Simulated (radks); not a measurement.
Values are calculated unless marked as measured or tabulated.
Problem. Radial electron density D(r) = 4 pi r^2 rho(r) of an atom or ion with 3 electrons. Code: a radial shooting solver on a logarithmic mesh with Libxc functionals. Model: non-relativistic Kohn-Sham, exchange-only B88, spin-polarised, spherical densities, point nucleus.

| r (bohr) | D(r) (e/bohr) | spin D(r) |
|---|---|---|
| 0.01665 | 0.2129 | 0.00728 |
| 0.01833 | 0.2537 | 0.00867 |
| 0.02034 | 0.3061 | 0.0105 |
| 0.02239 | 0.3633 | 0.0124 |
| 0.02484 | 0.4364 | 0.0149 |
| 0.02735 | 0.5156 | 0.0176 |
| 0.03035 | 0.6161 | 0.0210 |
| 0.0334 | 0.7239 | 0.0246 |
| 0.03706 | 0.8592 | 0.0292 |
| 0.0408 | 1.003 | 0.0341 |
| 0.04527 | 1.181 | 0.0400 |
| 0.04983 | 1.367 | 0.0462 |
| 0.05529 | 1.594 | 0.0537 |
| 0.06086 | 1.827 | 0.0614 |
| 0.06753 | 2.104 | 0.0704 |
| 0.07434 | 2.383 | 0.0793 |
| 0.08249 | 2.706 | 0.0894 |
| 0.09153 | 3.047 | 0.0997 |
| 0.1007 | 3.370 | 0.109 |
| 0.1118 | 3.722 | 0.119 |
| 0.1231 | 4.037 | 0.127 |
| 0.1365 | 4.355 | 0.134 |
| 0.1503 | 4.614 | 0.138 |
| 0.1668 | 4.840 | 0.139 |
| 0.1836 | 4.984 | 0.137 |
| 0.2037 | 5.054 | 0.130 |
| 0.2242 | 5.028 | 0.119 |
| 0.2488 | 4.895 | 0.103 |
| 0.2739 | 4.672 | 0.0845 |
| 0.3039 | 4.330 | 0.0616 |
| 0.3345 | 3.934 | 0.0397 |
| 0.3712 | 3.439 | 0.0182 |
| 0.4086 | 2.947 | 0.00350 |
| 0.4533 | 2.410 | -0.00277 |
| 0.499 | 1.939 | 0.00413 |
| 0.5537 | 1.487 | 0.0291 |
| 0.6095 | 1.145 | 0.0706 |
| 0.6763 | 0.8681 | 0.136 |
| 0.7504 | 0.6911 | 0.222 |
| 0.826 | 0.6080 | 0.315 |
| 0.9166 | 0.5873 | 0.423 |
| 1.009 | 0.6099 | 0.521 |
| 1.119 | 0.6523 | 0.610 |
| 1.232 | 0.6850 | 0.665 |
| 1.367 | 0.6941 | 0.686 |
| 1.505 | 0.6686 | 0.666 |
| 1.67 | 0.6035 | 0.603 |
| 1.838 | 0.5159 | 0.516 |
| 2.04 | 0.4046 | 0.405 |
| 2.245 | 0.3009 | 0.301 |
| 2.491 | 0.2008 | 0.201 |
| 2.743 | 0.1272 | 0.127 |
| 3.043 | 0.07040 | 0.0704 |
| 3.35 | 0.03700 | 0.0370 |
| 3.717 | 0.01643 | 0.0164 |
| 4.091 | 0.006917 | 0.00692 |
| 4.54 | 0.002362 | 0.00236 |
| 4.997 | 0.0007627 | 0.000763 |
| 5.545 | 0.0001900 | 0.000190 |

What is the nuclear charge?

Solution. Z = 5. The innermost maximum, from 1s, lies near 1/Z = 0.2 bohr (found: 0.209), and its height grows with Z. The density is that of the boron ion B2+ in [He] 2s1; the configuration itself is not fixed sharply by these data. D(r) has 2 maxima, at r = 0.209, 1.33 bohr, and minima at 0.902 bohr, inside which lie 2.08 electrons.
